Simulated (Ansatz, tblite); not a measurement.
Forces on Ta₅Si₃⁺ at its PBE-D4/def2-SVP geometry. Total charge 1; singlet.

In the def2 sets Ta takes a core potential; there is no spin–orbit coupling. The xTB rows come from tblite. The restricted singlet is unstable towards broken spin symmetry in Hartree–Fock (as tested in another run); at PBE0-D4/def2-TZVP this wasn't settled. The structure comes from a short search, and lower isomers may exist.

GFN1-xTB (tblite), largest force 5.62 eV/Å:

```xyz
8
positions Å, forces eV/Å
Ta   -0.615   -1.019    1.378   -1.291   -0.903    3.205
Ta   -1.961   -0.832   -0.828   -4.380    0.560   -2.007
Ta    0.503    0.314   -1.307    0.630    0.481   -1.552
Ta    1.817   -1.285    0.531    4.742   -0.503    1.257
Ta    0.120   -2.266   -1.079    0.450   -4.723   -3.005
Si    0.417    2.770   -0.256    0.216    1.204   -0.195
Si   -1.336    1.302    0.356   -0.934    2.012    0.877
Si    1.055    1.017    1.205    0.567    1.871    1.420
```

PBE0-D4/def2-TZVP (Ansatz), largest force 0.78 eV/Å:

```
Ta 0.262 0.201 -0.709
Ta 0.700 0.134 0.151
Ta -0.231 -0.007 0.678
Ta -0.571 0.294 -0.330
Ta -0.178 0.138 0.508
Si -0.135 -0.470 0.215
Si 0.490 -0.199 -0.120
Si -0.338 -0.092 -0.394
```
